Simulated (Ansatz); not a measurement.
Reaction (hydrogenolysis of the Al–B bond): `[BH2][AlH][O][SiH3]` + H₂ → `[AlH2][O][SiH3]` + BH₃

Gas-phase electronic energies from Ansatz, PBE0-D4/def2-TZVP geometries. CBS: MP2 limit from def2 TZ/QZ plus the TZ coupled-cluster correction, frozen cores. This one scheme is used for every species. DFT in def2-TZVPP. One conformer a species, not always the lowest.

```tsv
level	ΔE (kJ/mol)
revPBE-D4	-33.0
BLYP-D4	-42.1
r2SCAN-D4	-41.0
B2PLYP	-51.5
revPBE	-37.4
PBE0	-42.4
HF/def2-SVP	-72.3
HF/def2-TZVPP	-70.6
```

(1) What does CCSD(T)/CBS give? (Estimate.)

Largest T1 diagnostic among the species: 0.012.

Answers

(1) Ansatz gave: -44.6 kJ/mol. The listed levels differ from it by 11.6, 2.5, 3.6, -6.9, 7.2, 2.2, -27.7, -26.0 kJ/mol.

The D4 term adds +4.4 kJ/mol with B3LYP and +2.6 kJ/mol with PBE0; it sums over pairs of atoms, weighted by their polarisabilities, and B3LYP, whose exchange is more repulsive, gets the larger term. From BLYP to BHLYP (50 % exact exchange), in def2-TZVPP and without D4, ΔE moves by −11.0 kJ/mol.

B3LYP here is the variant with VWN-RPA as its local correlation; programs differ in this.
